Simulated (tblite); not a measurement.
A geometry optimisation, step by step.

Compound: C₄H₈BPS.
Bonds: B1–P2, P2–C3, C3–C4 (aromatic), C4–C5 (aromatic), C5–S6 (aromatic), S6–C7 (aromatic), C3–C7 (aromatic). Hydrogens: H8, H9, H10 on B1; H11, H12 on P2; H13 on C4; H14 on C5; H15 on C7.
Bond orders are those of one Lewis drawing.

Computed with GFN2-xTB (tblite), gas phase: L-BFGS steps from a force-field or distance-geometry start until the largest atomic force falls under 0.01 eV/Å. 10 of its 104 geometries are shown.

Step 0: E = -533.0259 eV, largest atomic force 4.128 eV/Å
```
atom  x, y, z in Å  |  force x, y, z in eV/Å
B1     -2.370    0.360    0.317   -0.482   0.741  -0.251
P2     -1.102   -0.684   -0.626   -1.043   0.571   1.848
C3      0.543   -0.071   -0.144   -2.583   1.882  -0.366
C4      1.658   -0.822   -0.211    3.382  -2.367  -0.036
C5      2.799   -0.188    0.200   -0.059   0.350   0.009
S6      2.519    1.464    0.668   -2.449  -0.975  -0.679
C7      0.740    1.216    0.290    1.464   0.311   0.316
H8     -2.025    0.435    1.439    0.178  -0.342   0.400
H9     -2.320    1.476   -0.144    0.117  -0.128  -0.239
H10    -3.472   -0.065    0.175    0.059  -0.248  -0.046
H11    -1.297   -0.665   -1.992    0.577  -0.543  -0.118
H12    -1.165   -2.030   -0.137    0.512   0.594  -0.929
H13     1.669   -1.878   -0.523    0.011   0.648   0.147
H14     3.814   -0.550    0.242   -0.252  -0.046  -0.024
H15     0.006    2.010    0.424    0.568  -0.450  -0.031
```

Step 11: E = -533.7450 eV, largest atomic force 0.144 eV/Å
```
atom  x, y, z in Å  |  force x, y, z in eV/Å
B1     -2.462    0.450    0.359   -0.060   0.011   0.043
P2     -1.163   -0.613   -0.530    0.020  -0.035  -0.058
C3      0.517   -0.073   -0.179   -0.061  -0.032  -0.064
C4      1.690   -0.875   -0.234    0.099   0.014   0.093
C5      2.785   -0.193    0.182    0.041   0.032  -0.017
S6      2.424    1.427    0.632    0.016   0.030  -0.018
C7      0.772    1.194    0.268   -0.041  -0.118  -0.007
H8     -2.081    0.425    1.494   -0.060   0.024  -0.027
H9     -2.351    1.522   -0.159   -0.034  -0.018   0.032
H10    -3.518   -0.062    0.191   -0.043   0.019  -0.018
H11    -1.149   -0.762   -1.918    0.053   0.057   0.022
H12    -1.037   -1.974   -0.271    0.037  -0.005   0.062
H13     1.713   -1.909   -0.541   -0.068   0.127  -0.006
H14     3.798   -0.526    0.261    0.065  -0.092  -0.028
H15     0.058    1.979    0.422    0.035  -0.015  -0.009
```

Step 23: E = -533.7578 eV, largest atomic force 0.091 eV/Å
```
atom  x, y, z in Å  |  force x, y, z in eV/Å
B1     -2.509    0.441    0.354    0.058  -0.032  -0.047
P2     -1.157   -0.603   -0.502   -0.063  -0.037  -0.006
C3      0.527   -0.071   -0.155    0.007  -0.012  -0.007
C4      1.699   -0.874   -0.225    0.010   0.001   0.002
C5      2.807   -0.199    0.162    0.020   0.030  -0.002
S6      2.458    1.427    0.608   -0.005   0.006  -0.005
C7      0.795    1.194    0.278    0.006  -0.009   0.014
H8     -2.163    0.416    1.494   -0.036   0.022   0.081
H9     -2.388    1.512   -0.156   -0.014   0.070  -0.001
H10    -3.559   -0.069    0.149    0.009  -0.044  -0.037
H11    -1.100   -0.730   -1.888   -0.014  -0.032  -0.023
H12    -1.016   -1.962   -0.233    0.001   0.009  -0.009
H13     1.704   -1.897   -0.552   -0.025  -0.039   0.014
H14     3.817   -0.556    0.221   -0.006   0.016  -0.020
H15     0.080    1.980    0.421    0.053   0.049   0.045
```

Step 34: E = -533.7681 eV, largest atomic force 0.035 eV/Å
```
atom  x, y, z in Å  |  force x, y, z in eV/Å
B1     -2.562    0.427    0.333    0.020  -0.007  -0.014
P2     -1.147   -0.583   -0.452    0.031   0.011   0.003
C3      0.543   -0.055   -0.109    0.007   0.004  -0.008
C4      1.703   -0.871   -0.218   -0.013  -0.003   0.001
C5      2.836   -0.209    0.115   -0.005   0.003  -0.009
S6      2.525    1.422    0.567   -0.023   0.026   0.004
C7      0.846    1.210    0.308   -0.004  -0.001   0.005
H8     -2.329    0.402    1.502    0.003  -0.009   0.014
H9     -2.446    1.512   -0.150   -0.003   0.025  -0.009
H10    -3.565   -0.130    0.024   -0.022   0.003  -0.007
H11    -1.078   -0.722   -1.838   -0.013  -0.009  -0.002
H12    -1.013   -1.941   -0.180    0.009   0.004   0.015
H13     1.675   -1.900   -0.530    0.002  -0.015  -0.003
H14     3.843   -0.573    0.126    0.008  -0.012  -0.002
H15     0.165    2.021    0.479    0.002  -0.021   0.012
```

Step 46: E = -533.7689 eV, largest atomic force 0.025 eV/Å
```
atom  x, y, z in Å  |  force x, y, z in eV/Å
B1     -2.560    0.432    0.327   -0.006   0.001   0.001
P2     -1.146   -0.582   -0.452    0.006  -0.003   0.006
C3      0.543   -0.055   -0.112    0.020  -0.001  -0.009
C4      1.704   -0.870   -0.225    0.017  -0.011   0.015
C5      2.836   -0.207    0.111    0.002   0.013  -0.006
S6      2.523    1.423    0.568    0.002  -0.006   0.006
C7      0.844    1.207    0.312   -0.003   0.003   0.008
H8     -2.332    0.397    1.498   -0.004   0.004  -0.006
H9     -2.444    1.520   -0.149    0.007  -0.006   0.002
H10    -3.566   -0.122    0.014    0.002   0.008   0.000
H11    -1.083   -0.737   -1.837    0.007  -0.013   0.007
H12    -1.007   -1.936   -0.161   -0.015  -0.005  -0.002
H13     1.679   -1.901   -0.532   -0.007  -0.001  -0.018
H14     3.845   -0.572    0.121   -0.017   0.004  -0.005
H15     0.159    2.010    0.495   -0.010   0.014   0.001
```

Step 57: E = -533.7709 eV, largest atomic force 0.016 eV/Å
```
atom  x, y, z in Å  |  force x, y, z in eV/Å
B1     -2.560    0.451    0.303   -0.007   0.000   0.000
P2     -1.146   -0.594   -0.433   -0.013  -0.008   0.006
C3      0.545   -0.062   -0.105    0.001   0.004  -0.004
C4      1.713   -0.861   -0.255   -0.002  -0.005   0.010
C5      2.841   -0.195    0.087   -0.001   0.002  -0.002
S6      2.516    1.419    0.592    0.004   0.000   0.002
C7      0.837    1.192    0.346    0.001   0.001   0.011
H8     -2.369    0.393    1.480    0.005   0.015  -0.002
H9     -2.407    1.543   -0.150    0.006  -0.001  -0.012
H10    -3.568   -0.075   -0.046    0.003  -0.003   0.000
H11    -1.065   -0.828   -1.806    0.002   0.007  -0.003
H12    -1.033   -1.932   -0.070    0.010  -0.008  -0.002
H13     1.694   -1.881   -0.596    0.002  -0.008  -0.002
H14     3.853   -0.549    0.079   -0.004   0.003  -0.012
H15     0.146    1.986    0.552   -0.007   0.000   0.008
```

Step 69: E = -533.7731 eV, largest atomic force 0.055 eV/Å
```
atom  x, y, z in Å  |  force x, y, z in eV/Å
B1     -2.555    0.474    0.265   -0.001   0.020   0.007
P2     -1.147   -0.627   -0.393   -0.006   0.009  -0.009
C3      0.538   -0.079   -0.070   -0.019   0.012  -0.003
C4      1.713   -0.850   -0.283   -0.007  -0.005  -0.012
C5      2.839   -0.176    0.046   -0.002   0.004  -0.005
S6      2.501    1.408    0.628    0.013   0.053   0.001
C7      0.819    1.164    0.419    0.017  -0.004   0.010
H8     -2.405    0.457    1.449   -0.004   0.004   0.000
H9     -2.341    1.543   -0.222   -0.012  -0.010  -0.017
H10    -3.569   -0.026   -0.103   -0.001  -0.007   0.012
H11    -1.047   -0.907   -1.755    0.000  -0.002  -0.006
H12    -1.029   -1.952    0.019   -0.015  -0.018   0.002
H13     1.702   -1.855   -0.665   -0.007  -0.025  -0.011
H14     3.855   -0.508   -0.021    0.033  -0.003   0.021
H15     0.121    1.941    0.665    0.012  -0.029   0.012
```

Step 80: E = -533.7750 eV, largest atomic force 0.040 eV/Å
```
atom  x, y, z in Å  |  force x, y, z in eV/Å
B1     -2.551    0.491    0.243    0.002   0.011  -0.008
P2     -1.150   -0.645   -0.373    0.021   0.022  -0.004
C3      0.536   -0.092   -0.053   -0.010  -0.005   0.006
C4      1.719   -0.843   -0.305   -0.003  -0.001  -0.014
C5      2.842   -0.162    0.021   -0.013   0.002   0.012
S6      2.493    1.406    0.641   -0.003   0.025   0.031
C7      0.811    1.141    0.464    0.009  -0.009  -0.002
H8     -2.407    0.521    1.427    0.005   0.010  -0.002
H9     -2.320    1.535   -0.292   -0.018  -0.004   0.004
H10    -3.569   -0.011   -0.107   -0.004  -0.011   0.004
H11    -1.041   -0.945   -1.729   -0.003  -0.002  -0.007
H12    -1.049   -1.966    0.056    0.006  -0.001   0.013
H13     1.714   -1.839   -0.711   -0.005  -0.012  -0.002
H14     3.862   -0.480   -0.056   -0.001  -0.001  -0.014
H15     0.106    1.897    0.751    0.018  -0.023  -0.016
```

Step 92: E = -533.7768 eV, largest atomic force 0.015 eV/Å
```
atom  x, y, z in Å  |  force x, y, z in eV/Å
B1     -2.550    0.516    0.209   -0.001  -0.005   0.001
P2     -1.150   -0.650   -0.353    0.000   0.007   0.006
C3      0.541   -0.110   -0.039   -0.003   0.005  -0.004
C4      1.729   -0.834   -0.338   -0.003   0.003  -0.006
C5      2.848   -0.149   -0.001   -0.005  -0.006   0.007
S6      2.487    1.386    0.692    0.001   0.009   0.000
C7      0.808    1.105    0.522    0.005   0.005   0.007
H8     -2.405    0.605    1.390    0.004   0.000  -0.005
H9     -2.335    1.534   -0.376   -0.004  -0.007  -0.003
H10    -3.565   -0.015   -0.111    0.000   0.001   0.002
H11    -1.035   -1.006   -1.695    0.003  -0.007  -0.009
H12    -1.077   -1.954    0.132    0.009  -0.007   0.004
H13     1.733   -1.814   -0.781   -0.005   0.001  -0.009
H14     3.872   -0.445   -0.114   -0.007  -0.012   0.003
H15     0.094    1.839    0.840    0.004   0.013   0.007
```

Step 103: E = -533.7778 eV, largest atomic force 0.007 eV/Å
```
atom  x, y, z in Å  |  force x, y, z in eV/Å
B1     -2.556    0.518    0.191    0.002  -0.005   0.003
P2     -1.148   -0.650   -0.347   -0.005  -0.001   0.000
C3      0.540   -0.100   -0.038   -0.001  -0.001   0.002
C4      1.724   -0.821   -0.358    0.001  -0.005   0.000
C5      2.846   -0.151   -0.006   -0.002   0.003  -0.006
S6      2.495    1.370    0.722    0.002   0.002  -0.001
C7      0.814    1.101    0.550    0.005  -0.002   0.004
H8     -2.395    0.643    1.367   -0.002   0.003  -0.003
H9     -2.358    1.519   -0.427    0.004   0.006   0.001
H10    -3.570   -0.031   -0.099    0.004  -0.006  -0.001
H11    -1.024   -1.039   -1.680    0.001   0.000  -0.001
H12    -1.069   -1.942    0.169    0.002   0.002   0.000
H13     1.721   -1.790   -0.826   -0.002   0.002  -0.004
H14     3.868   -0.451   -0.129   -0.005  -0.002   0.005
H15     0.107    1.833    0.889   -0.005   0.004  -0.001
```

Question: Summarise the path.

Answer: The energy falls by 72.54 kJ/mol from step 0 to step 103; nine tenths of that is first reached at step 6. It falls at every step. The largest force goes from 4.128 to 0.007 eV/Å. Among the bonds S6–C7 changes most, from 1.835 to 1.712 Å; the atoms move by 0.329 Å rms after alignment.

What follows is the cost of the whole relaxation. Hardware: one thread of an Arm Neoverse V2, no GPU, shared host with 32 logical CPUs at a one-minute load of 22. Cost: 0.51 s wall.
